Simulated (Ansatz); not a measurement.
CH₂BFN (SMILES [CH+]=NBF) (charge +1), closed shell: a single point at a frame of a short PBE0-D4/def2-SVP trajectory.

Input (in.yaml):

```yaml
crystal:
  periodic: [false, false, false]
  atoms:
    - {symbol: C, position_ang: [0.359714, 0.903372, -1.133005]}
    - {symbol: N, position_ang: [0.050610, 0.195402, -0.303437]}
    - {symbol: B, position_ang: [-0.228991, -0.705967, 0.883333]}
    - {symbol: F, position_ang: [-0.881276, -1.690774, 0.581732]}
    - {symbol: H, position_ang: [0.476926, 1.653070, -1.962601]}
    - {symbol: H, position_ang: [0.026119, -0.237136, 1.898071]}
basis:
  gaussian: {orbitals: def2-TZVPP}
total_charge: 1
correlation: {method: ccsd_t}
output: {forces: true}
```

Launched with

```bash
ansatz run in.yaml --threads 1 --pin off --events-out ev --progress --plain --max-ram 4352MiB
```

The run's output (Ansatz 0.2.0):

```
Functional definition: HF
  name "HF"
  cite "Fock, Z. Phys. 61, 126 (1930) doi:10.1007/BF01340294"
  parent pbe
  exchange = exact_x
  correlation = 0
948 factors; integrals over basis functions are off by at most 9.6e-4 eV
mean field evaluation 1: about -5911.3467 eV, gradient 5.9e1 eV
mean field evaluation 2: about -5911.3533 eV, gradient 5.9e1 eV
mean field evaluation 4: about -5917.5114 eV, gradient 4.7e0 eV
mean field evaluation 8: about -5917.5753 eV, gradient 3.1e-1 eV
mean field evaluation 16: about -5917.5045 eV, gradient 4.7e0 eV
mean field -5917.57571700 eV, -217.4668965230 hartree, gradient 2.4e-6 eV, S^2 0.000000; 0 other end points of the search recorded, 0 dependent functions left out
4 core orbitals not correlated: weight in the atoms' cores, before any rotation towards them, 1.000 or more for the frozen orbitals, at most 0.000 for the correlated occupied ones
reference -5917.57571700 eV, -217.4668965230 hartree; 10, 10 occupied and 138, 138 virtual orbitals, 948 factors
second order -17.97269034 eV of doubles, -0.00000000 eV of singles
cycle   1  -17.75323995 eV  change    2.2e-1 eV  update   1.0e-1
cycle   2  -18.22851002 eV  change   -4.8e-1 eV  update   3.1e-2
cycle   3  -18.35151576 eV  change   -1.2e-1 eV  update   1.7e-2
cycle   4  -18.34055937 eV  change    1.1e-2 eV  update   4.4e-3
cycle   5  -18.34059013 eV  change   -3.1e-5 eV  update   2.1e-3
cycle   6  -18.34250793 eV  change   -1.9e-3 eV  update   6.0e-4
cycle   7  -18.34256282 eV  change   -5.5e-5 eV  update   2.1e-4
cycle   8  -18.34247649 eV  change    8.6e-5 eV  update   7.7e-5
cycle   9  -18.34246604 eV  change    1.0e-5 eV  update   3.3e-5
cycle  10  -18.34247194 eV  change   -5.9e-6 eV  update   1.2e-5
cycle  11  -18.34245530 eV  change    1.7e-5 eV  update   3.9e-6
perturbative correction -0.72779872 eV, -0.0267461097 hartree
the calculation of the forces begins
Total energy: -5936.64597102 eV, -218.1677154318 hartree
Atom 0 at     0.359714     0.903372    -1.133005 Å, force     0.057725     2.372440    -2.543415 eV/Å
Atom 1 at     0.050610     0.195402    -0.303437 Å, force     0.338584    -0.673262     0.631824 eV/Å
Atom 2 at    -0.228991    -0.705967     0.883333 Å, force     1.028162     3.085898     0.781741 eV/Å
Atom 3 at    -0.881276    -1.690774     0.581732 Å, force    -2.032557    -3.785714    -0.789696 eV/Å
Atom 4 at     0.476926     1.653070    -1.962601 Å, force     0.145420    -1.027292     1.034362 eV/Å
Atom 5 at     0.026119    -0.237136     1.898071 Å, force     0.462666     0.027930     0.885184 eV/Å
Dipole moment:     0.432724     0.866615    -0.541996 e Å
```

Hardware: 1 CPU thread of an Intel Xeon, shared host. Wall time 2.3 min; peak host memory 2 GiB.
